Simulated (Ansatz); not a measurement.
Cost and result up the ladder for nido-B5H9 (I for H, site a on B) (B5H8I) (14 atoms). Total charge 0; singlet. Geometry: B3LYP-D4/def2-SVP.

```xyz
14

B    -0.026    0.970    0.841
B     1.049    0.353   -0.475
B     0.441   -0.664    0.739
B    -1.208   -0.341    0.470
B    -0.131   -0.966   -0.835
I     3.082    0.773   -1.088
H     0.098    1.785    1.706
H     0.993   -1.373    1.525
H    -2.186   -0.760    1.015
H    -0.106   -1.944   -1.522
H     0.387    1.528   -0.324
H     0.308    0.080   -1.577
H    -1.390   -0.449   -0.867
H    -1.310    1.006    0.392
```

Ansatz on 4 threads of Arm Neoverse V2 on a shared host. Times are rough, and most runs start from the orbitals of an earlier one. CAM-B3LYP-D4/def2-TZVP serves as the yardstick here, not as an exact answer. Differences are given only for rows in sets of like size (and for xTB, whose basis is part of the method), since another set adds its own error. Binding counts from free atoms at the same level (B doublet, I doublet, H doublet; other spins of the atoms weren't run), without zero-point energy or a counterpoise term.

In the def2 sets I takes a core potential; there is no spin–orbit coupling. HSE06 is defined as in plane-wave codes, on full-range PBE exchange. Correlated methods freeze 9 core orbitals; core or outer-core shells of I are correlated, in sets that lack core-valence functions. The rows differ in basis, and correlated rows in double-zeta sets carry the largest basis error. Another isomer (singlet) lies 0.06 eV lower at PBE0-D4/def2-TZVP; other spin states weren't run for this one.

Correlated methods converge slowly with the basis, most of all in double-zeta sets.

```
                         level  functions  wall time  binding energy per atom (eV)  difference from CAM-B3LYP-D4/def2-TZVP (eV)
               PBE-D4/def2-SVP        136      1.6 s                          3.73                                            –
              PBE0-D4/def2-SVP        136        2 s                          3.71                                            –
PBE-D4/def2-TZVP (with forces)        253        4 s                          3.70                                         0.10
                 MP2/def2-TZVP        253      4.5 s                          3.55                                        -0.05
            HSE06-D4/def2-TZVP        253      4.8 s                          3.67                                         0.07
        CAM-B3LYP-D4/def2-TZVP        253        5 s                          3.60                                         0.00
             PBE0-D4/def2-TZVP        253      5.5 s                          3.67                                         0.07
           r2SCAN-D4/def2-TZVP        253        7 s                          3.67                                         0.08
          r2SCAN0-D4/def2-TZVP        253      7.5 s                          3.65                                         0.05
              CCSD(T)/def2-SVP        136       23 s                          3.45                                            –
```
